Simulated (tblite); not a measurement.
Species: C7H4FN.
SMILES with atom numbers: `[CH2:1]=[CH:2]/[C:3]([F:4])=[CH:5]\[C:6]#[C:7][C:8]#[N:9]` (hydrogens: H10, H11 on C1; H12 on C2; H13 on C5)

A start from a force field or distance geometry was refined with GFN2-xTB geometry optimisation, gas phase in tblite. Values at the start:

```csv
coordinate,start
C1=C2,1.321 Å
C1–H10,1.109 Å
C1–H11,1.079 Å
C2–C3,1.469 Å
C2–H12,1.081 Å
C3–F4,1.374 Å
C3=C5,1.306 Å
C5–C6,1.438 Å
C5–H13,1.091 Å
C6≡C7,1.213 Å
C7–C8,1.433 Å
C8≡N9,1.162 Å
C1–C2–C3,116.2°
C2–C3–F4,118.9°
C2–C3–C5,122.9°
C3–C5–C6,120.0°
F4–C3–C5,118.2°
C5–C6–C7,178.6°
C6–C7–C8,179.3°
C7–C8–N9,178.9°
C1–C2–C3–F4,-2°
```

Q: How do these coordinates change at the GFN2-xTB level?

A: 
```
 coordinate  GFN2-xTB (Å or °)  change
      C7–C8              1.357  -0.076
      C5–C6              1.391  -0.047
      C3=C5              1.348  +0.042
     C1–H10              1.078  -0.031
      C3–F4              1.347  -0.027
      C2–C3              1.442  -0.027
      C8≡N9              1.151  -0.011
      C1=C2              1.331  +0.010
     C5–H13              1.082  -0.009
     C1–H11              1.075  -0.004
      C6≡C7              1.215  +0.002
     C2–H12              1.081   0.000
   C1–C2–C3              123.6    +7.4
   C2–C3–C5              126.3    +3.4
   C3–C5–C6              123.3    +3.3
   C2–C3–F4              116.2    -2.7
   C7–C8–N9              179.7    +0.8
   F4–C3–C5              117.5    -0.7
   C5–C6–C7              178.0    -0.6
   C6–C7–C8              179.2    -0.1
C1–C2–C3–F4                  0      +2
```

The energy falls by 8.7 kcal/mol over 40 L-BFGS steps, the largest force on an atom goes from 3.05 to 0.008 eV/Å, and the atoms move by 0.098 Å rms after alignment. The bond that changes most is C7–C8 (alkyne carbon to nitrile carbon), which shortens by 0.076 Å. Bonds longer at the end by more than 0.005 Å: 2 of 12; shorter: 7. Rotational constants go from 4355, 667.6, 578.9 to 4314, 663.7, 575.2 MHz.

Its GFN2-xTB frequencies are all real (lowest 60 cm⁻¹). The numbers are those of one conformer.

The values belong to the conformer `[CH2:1]=[CH:2]/[C:3]([F:4])=[CH:5]\[C:6]#[C:7][C:8]#[N:9]`: C1–C2–C3–F4 0°.

These are computed values.
